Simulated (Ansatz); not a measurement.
Consider the isomerisation: `N[SiH](F)C[SiH3]` → `FCN[SiH2][SiH3]`.

Gas-phase electronic energies from Ansatz, PBE0-D4/def2-TZVP geometries. CCSD(T)/CBS adds triple-zeta CCSD(T) − MP2 to the extrapolated MP2 energy (def2 sets, frozen cores). Functionals use def2-TZVPP. Each species was taken in one conformer, which may not be the lowest.

CCSD(T)/CBS gives +304.4 kJ/mol.

**Question.** Another level gave +278.7 kJ/mol. Which?
A. ωB97X-V/def2-TZVPP
B. r2SCAN-D4/def2-TZVPP
C. CCSD(T)/def2-TZVPP
D. PBE0/def2-TZVPP

**Answer.** D. PBE0 278.7, CCSD(T)/def2-TZVPP 296.6, ωB97X-V 285.6, r2SCAN-D4 292.0 kJ/mol.

Largest T1 diagnostic among the species: 0.012.

From PBE to PBE0 (25 % exact exchange), in def2-TZVPP and without D4, ΔE moves by +13.1 kJ/mol.
